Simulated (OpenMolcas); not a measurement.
**Multiconfigurational calculation on Sb3+**

Input:

```
&GATEWAY
Coord
1

Sb 0.0 0.0 0.0
Basis=ANO-RCC-VQZP
Group=XYZ
NoMove
AngMom=0.0 0.0 0.0
AMFI
&SEWARD
* reference wave functions (RASSCF and RASSI steps not shown): 2 electrons in 9 orbitals (RAS2 5s 5p; RAS3 5d, at most 2 electrons)
>>> COPY JOB001 $Project.JobIph
&CASPT2
Multistate=3 1 2 3
Frozen=9 9
IPEA=0.25
Imaginary=0.1
MaxIter=60
WThr=0.0 0.3 0.05
PrWF=0.5
NoMix
>>> COPY JOB002 $Project.JobIph
&CASPT2
Multistate=7 1 2 3 4 5 6 7
Frozen=9 9
IPEA=0.25
Imaginary=0.1
MaxIter=60
WThr=0.0 0.3 0.05
PrWF=0.5
NoMix
>>> COPY JOB003 $Project.JobIph
&CASPT2
Multistate=3 1 2 3
Frozen=9 9
IPEA=0.25
Imaginary=0.1
MaxIter=60
WThr=0.0 0.3 0.05
PrWF=0.5
NoMix
...
```

Launched by
```bash
OMP_NUM_THREADS=1 MOLCAS_MEM=2252 MOLCAS_PROJECT=a pymolcas a.inp > a.log  # once for each step of the input, in one work folder
```

Output, cut to the results:

```
--- CASPT2 ---
Orbital specifications:
      -----------------------

      Symmetry species                           1   2
                                                ag  au
      Frozen orbitals                            9   9
      Inactive orbitals                          5   0
      Active orbitals                            6   3
      Secondary orbitals                        31  30
      Deleted orbitals                           0   0
      Number of basis functions                 51  42
Type of calculation                        MS-CASPT2
      Fock operator                              state-specific
      IPEA shift                                 0.25
      Real shift                                 0.00
      Imaginary shift                            0.10
      The input orbitals will be transformed to quasi-canonical
Reference energy:       -6474.0358356393
      E2 (Non-variational):      -0.4217686339
      Shift correction:          -0.0001034648
      E2 (Variational):          -0.4218720987
      Total energy:           -6474.4577077380
      Residual norm:              0.0000002633
      Reference weight:           0.94467
      Contributions to the CASPT2 correlation energy
      Active & Virtual Only:         -0.0010689273
      One Inactive Excited:          -0.0759737609
      Two Inactive Excited:          -0.3447259457
Reference energy:       -6474.0358356393
      E2 (Non-variational):      -0.4217686372
      Shift correction:          -0.0001034648
      E2 (Variational):          -0.4218721019
      Total energy:           -6474.4577077412
      Residual norm:              0.0000002633
      Reference weight:           0.94467
      Contributions to the CASPT2 correlation energy
      Active & Virtual Only:         -0.0010689272
      One Inactive Excited:          -0.0759737642
      Two Inactive Excited:          -0.3447259457
::    CASPT2 Root  1     Total energy:  -6474.45770774
::    CASPT2 Root  2     Total energy:  -6474.45770774
::    CASPT2 Root  3     Total energy:  -6474.45770775
::    MS-CASPT2 Root  1     Total energy:  -6474.45770775
::    MS-CASPT2 Root  2     Total energy:  -6474.45770774
::    MS-CASPT2 Root  3     Total energy:  -6474.45770774
--- CASPT2 ---
Orbital specifications:
      -----------------------

      Symmetry species                           1   2
                                                ag  au
      Frozen orbitals                            9   9
      Inactive orbitals                          5   0
      Active orbitals                            6   3
      Secondary orbitals                        31  30
      Deleted orbitals                           0   0
      Number of basis functions                 51  42
Type of calculation                        MS-CASPT2
      Fock operator                              state-specific
      IPEA shift                                 0.25
      Real shift                                 0.00
      Imaginary shift                            0.10
      The input orbitals will be transformed to quasi-canonical
Reference energy:       -6474.7363116204
      E2 (Non-variational):      -0.4430530991
      Shift correction:          -0.0001067176
      E2 (Variational):          -0.4431598167
      Total energy:           -6475.1794714371
      Residual norm:              0.0000000522
      Reference weight:           0.94209
      Contributions to the CASPT2 correlation energy
      Active & Virtual Only:         -0.0055220636
      One Inactive Excited:          -0.0925932293
      Two Inactive Excited:          -0.3449378063
Reference energy:       -6474.0578477715
      E2 (Non-variational):      -0.4034768886
      Shift correction:          -0.0000928139
      E2 (Variational):          -0.4035697025
      Total energy:           -6474.4614174740
      Residual norm:              0.0000001181
      Reference weight:           0.94893
      Contributions to the CASPT2 correlation energy
      Active & Virtual Only:         -0.0013846302
      One Inactive Excited:          -0.0578607860
      Two Inactive Excited:          -0.3442314724
::    CASPT2 Root  1     Total energy:  -6475.17947144
::    CASPT2 Root  2     Total energy:  -6474.46141747
::    CASPT2 Root  3     Total energy:  -6474.46146382
::    CASPT2 Root  4     Total energy:  -6474.46150471
::    CASPT2 Root  5     Total energy:  -6474.46150467
::    CASPT2 Root  6     Total energy:  -6474.46150404
::    CASPT2 Root  7     Total energy:  -6474.35542277
::    MS-CASPT2 Root  1     Total energy:  -6475.18212314
::    MS-CASPT2 Root  2     Total energy:  -6474.46164267
::    MS-CASPT2 Root  3     Total energy:  -6474.46151637
::    MS-CASPT2 Root  4     Total energy:  -6474.46150486
::    MS-CASPT2 Root  5     Total energy:  -6474.46144798
::    MS-CASPT2 Root  6     Total energy:  -6474.46128379
::    MS-CASPT2 Root  7     Total energy:  -6474.35277012
--- CASPT2 ---
Orbital specifications:
      -----------------------

      Symmetry species                           1   2
                                                ag  au
      Frozen orbitals                            9   9
      Inactive orbitals                          5   0
      Active orbitals                            6   3
      Secondary orbitals                        31  30
      Deleted orbitals                           0   0
      Number of basis functions                 51  42
Type of calculation                        MS-CASPT2
      Fock operator                              state-specific
      IPEA shift                                 0.25
      Real shift                                 0.00
      Imaginary shift                            0.10
      The input orbitals will be transformed to quasi-canonical
Reference energy:       -6474.4470290371
      E2 (Non-variational):      -0.4158709606
      Shift correction:          -0.0000894757
      E2 (Variational):          -0.4159604363
...
```

Levels above the lowest, from the spin-orbit matrix with the single-state CASPT2 energies, averaged by term, on its diagonal:

```tsv
Configuration	Term	J	E (cm-1)	Measured (cm-1)	Term weight %	Second
5s2	1S	0	0.0	0.0	100	
5s 5p	3P*	0	65010		100	
5s 5p	3P*	1	66930	66700	99	
5s 5p	3P*	2	71700	72560	100	
5s 5p	1P*	1	94450	95952	99	
5p2	3P	0	152900	152076	96	4 1S
5p2	1D	2	156120	155956	75	25 3P
5p2	3P	1	156280	156388	100	
5p2	3P	2	162020	163524	75	25 1D
```

Against the 7 measured excited levels shown (Moore, Atomic Energy Levels, vol. III, NSRDS-NBS 35 (1971 reprint of NBS Circular 467, 1958)) the mean absolute deviation is 740 cm-1; the largest miss in energy is 5s 5p 1P* 1: computed 94450, measured 95952 cm-1 (-1.6 %).

Term energies are means over components that CASPT2 splits; among the terms shown or strongly mixed into the levels shown the widest spread is 19 cm-1 (5p2 1D). Active for correlation alone: 5d; no level in the range computed is led by a configuration that fills it, so any true level of that kind is missing. Some terms mix strongly with configurations of 5d, whose occupation reaches 0.29 (5p2 1D). Computed and measured levels are paired by configuration, term and J; levels that our copy of the source lacks, or whose pairing is in doubt (as where it misses far off the trend of its configuration), stay unpaired and out of the deviations. Only configurations of the active space appear. The first state left out of the spin-orbit step lies near 200000 cm-1 above the lowest spin-free state of the reference (among the parities and spins computed), and the list stops at four fifths of that energy or lower.

The term weight is that of the spin-free term in the level, not the purity of its configuration. * marks odd parity.
